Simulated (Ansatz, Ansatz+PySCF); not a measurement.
```yaml
atoms:
  - { symbol: F, position_ang: [0.0292, 0.0557, 0.0211] }
  - { symbol: H, position_ang: [2.8946, -0.4013, 0.6189] }
  - { symbol: F, position_ang: [2.8233, 0.2815, 0.0461] }
```

Basis set: def2-SVP (spherical functions). Frozen core: 2 orbitals. Charge 0, multiplicity 2.

Computed with Ansatz (development build ahead of 0.2.0); each method stands on the lowest determinant of its kind that the runs found.

**Question.** Give the atomization energy at this shape (free ground-state atoms in the same class of orbitals less the molecule, no zero-point energy) of doublet HF2 by PBE0 (unrestricted), UHF-MP2, UHF.

**Answer.**

```tsv
method	atomization energy
PBE0 (unrestricted)	5.74 eV
UHF-MP2	5.75 eV
UHF	4.10 eV
```

Caution for PBE0 (unrestricted): charge can spread falsely over distant fragments.
